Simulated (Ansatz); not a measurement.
```xyz
11

N     0.7310    1.1854    1.2897
Zr    0.1444   -0.4260    0.2102
N    -1.8711   -0.3155    0.0323
N     0.9145   -0.2029   -1.6508
Cl    0.8392   -2.4784    1.2222
H     1.2352    1.9891    0.9428
H     0.6500    1.2594    2.2958
H    -2.4581   -1.0711   -0.2978
H    -2.4605    0.4428    0.3453
H     1.8774   -0.3937   -1.8974
H     0.3982    0.0109   -2.4923
```

Total charge 0; spin multiplicity 1. Zr takes the def2 core potential.

(1) List the PBE0/def2-TZVPP orbital energies in eV (Ansatz). (An estimate is asked.)

## Answers

(1) Ansatz gave: Occupied: -2766.31, -390.61, -390.61, -390.61, -258.17, -196.38, -196.35, -196.35, -58.40, -34.76, -34.76, -34.73, -22.93, -22.75, -22.75, -21.49, -13.34, -13.34, -13.23, -10.59, -10.53, -10.53, -9.53, -8.75, -8.75, -7.59, -7.59, -7.37. Lowest empty: -0.44, -0.44, -0.22, 0.50, 0.68, 0.68, 0.83, 0.83.
